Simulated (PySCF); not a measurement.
phosphorus tribromide: removing and adding an electron

Parent: phosphorus tribromide, `BrP(Br)Br` (Br3P). Non-hydrogen atoms are numbered in `[Br:1][P:2]([Br:3])[Br:4]`.

Energies: ωB97X-D3(BJ)/ma-def2-TZVP (PySCF, density fitting, integration grid level 2) on PBE0-D3(BJ)/ma-def2-SVP structures. Thermal corrections: PBE0-D3(BJ)/ma-def2-SVP frequencies, unscaled, ideal gas at 298.15 K and 1 bar, quasi-RRHO entropy.

Frontier levels of the parent: HOMO -10.14 eV, LUMO -0.29 eV.

Oxidation to the radical cation:
```
Vertical ionisation energy (electronic)              : 10.03 eV
Adiabatic ionisation energy (with zero-point energy) : 9.39 eV
Adiabatic, electronic part                           : 9.38 eV
Vertical gap at the product's structure              : 8.72 eV
Inner reorganisation energy (four-point)             : 1305 meV
Relaxation of product / of parent                    : 649 / 656 meV
⟨S²⟩ of the product                                  : 0.759
Largest spin populations                             : P2 0.52, Br4 0.16, Br3 0.16, Br1 0.16
Largest changes of atomic charge                     : Br1 0.26, Br4 0.26, Br3 0.26, P2 0.23
Distances that move most (Å)                         : Br1–P2 2.237 → 2.139; P2–Br4 2.236 → 2.140; P2–Br3 2.236 → 2.140
Potential in DMF                                     : 7.12 V absolute, 2.58 V against Fc+/Fc computed at 4.54 V (solvation -7 → -224 kJ/mol)
```

Vertical electron affinity to the radical anion: 0.53 eV. This state was not relaxed.

Solvents are IEF-PCM continua (electrostatics only, gas-phase structures); absolute potentials refer to an electron at rest in vacuum. Fc+/Fc in DMF, 4.54 V, is ωB97X-D3(BJ)/ma-def2-TZVP on PBE0-D3(BJ)/def2-SVP structures with GFN2-xTB thermal terms. Benchmark calculations put it near 5.0 V in acetonitrile and DMSO, so it is about 0.5 V low, and the value against it can read up to that much too high.

Measured values (NIST Chemistry WebBook, evaluated or the median of agreeing entries): vertical ionisation energy 10.00 eV (computed 10.03, difference 0.03).

Note: spin-orbit coupling is left out of the energies, which matters for open shells on the heavier atoms; atoms from Ga to Kr are treated without relativity.
